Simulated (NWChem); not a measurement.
**Basis-set convergence for H₃ClGe**

SMILES: [GeH3][Cl]
```xyz
5

Ge     0.6808     0.0217     0.0000
Cl    -1.4826    -0.0474     0.0000
H      1.1167     0.7682     1.2682
H      1.1167     0.7682    -1.2682
H      1.1868    -1.4272     0.0000
```
Charge 0, spin multiplicity 1.

Program: NWChem. Structure: optimised with PBE0/def2-SVP, a minimum by its harmonic frequencies.

Quantity: dipole moment at the level PBE0.

The Hamiltonian is non-relativistic. The Pople sets run with spherical d functions. The structure started from a generated list of species.

| basis | functions | dipole moment (D) |
|---|---|---|
| STO-3G | 30 | 2.75 |
| 3-21G | 41 | 2.93 |
| 6-31G* | 56 | 2.29 |
| def2-SVP | 65 | 1.96 |
| 6-311G** | 88 | 2.28 |
| aug-pcseg-1 | 90 | 2.07 |
| def2-TZVP | 103 | 1.98 |
| def2-TZVPP | 132 | 1.98 |
| aug-cc-pVTZ | 178 | 2.01 |
| def2-QZVP | 235 | 1.99 |

Smallest basis within 0.1 D of def2-QZVP, the largest set run: def2-SVP, with 65 functions against 235 (also within reach: aug-pcseg-1, def2-TZVP, def2-TZVPP, aug-cc-pVTZ). def2-QZVP isn't the basis-set limit itself, and a small set can land close by cancellation.
